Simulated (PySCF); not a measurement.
A GIAO shielding run with PySCF (density fitting, non-relativistic, gas phase) on `O=C(Cl)C1=CSC=C1`, C₅H₃ClOS:

```
$ OMP_NUM_THREADS=1 python probes_run.py task.json out

{"job": {"kind": "nmr", "xc": "PBE0", "basis": "cc-pVDZ", "pop": true}, "charge": 0, "multiplicity": 1}
O     -2.142640    -1.528444     0.293046
C     -1.770642    -0.454214    -0.050176
Cl    -2.948252     0.765683    -0.628077
C     -0.378851     0.010737    -0.052348
C      0.686537    -0.839369     0.383007
C      1.900062    -0.220572     0.305175
S      1.756125     1.388755    -0.294766
C      0.066062     1.253359    -0.450906
H      0.528363    -1.859118     0.733651
H      2.878810    -0.619715     0.568102
H     -0.538737     2.078152    -0.823435
```

Hardware: 1 thread of an Arm Neoverse V2, shared host. The job also computes population analyses, field gradients, ring-centre shieldings.

Task: How large is the calculation?

Result: 74 electrons, 135 basis functions and 824 auxiliary functions.

Task: How long does it take, and how much memory does it need?

Result: 15 s of wall time, with 15 SCF cycles and 5 response iterations; peak memory 0.75 GiB. Times on a shared host scatter by some tens of per cent.

Task: And these other runs on the same molecule and hardware: GIAO shielding at PBE0/IGLO-III; GIAO shielding at PBE0/aug-cc-pVDZ; GIAO shielding at PBE0/cc-pVTZ; GIAO shielding at PBE0/def2-SVP; GIAO shielding at PBE0/def2-TZVP?

Result: PBE0/IGLO-III: 328 functions, 54 s; PBE0/aug-cc-pVDZ: 219 functions, 31 s; PBE0/cc-pVTZ: 290 functions, 49 s; PBE0/def2-SVP: 135 functions, 13 s; PBE0/def2-TZVP: 278 functions, 45 s.
